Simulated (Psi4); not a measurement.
Conformational energy of C₆H₁₆OSi, SMILES CO[SiH2]CC(C)(C)C, singlet. Scanned: dihedral O2–Si3–C4–C5; all other coordinates were relaxed at GFN2-xTB. Points at φ and −φ are mirror images. Heavy atoms are numbered in the order of the SMILES CO[SiH2]CC(C)(C)C, hydrogens after them in the order of the atoms that carry them; the mirror image has the same energies with the sign of each dihedral reversed.

Methods: B3LYP/def2-SVP // GFN2-xTB (Psi4); PBE-D3(BJ)/def2-SVP // GFN2-xTB (Psi4).

Energies relative to the lowest point of each profile, in kJ/mol:

```
φ / °  B3LYP/def2-SVP
-----  --------------
-150              6.9
-120              8.2
-90               3.8
-60               0.0
-30               1.2
0                 4.4
30                1.2
60                0.0
90                3.8
120               8.2
150               6.9
180               6.1
```

Question: What does PBE-D3(BJ)/def2-SVP give at the same points?

Answer: -150: 7.5; -120: 8.7; -90: 3.9; -60: 0.0; -30: 0.8; 0: 4.1; 30: 0.8; 60: 0.0; 90: 3.9; 120: 8.7; 150: 7.5; 180: 7.2 (kJ/mol).
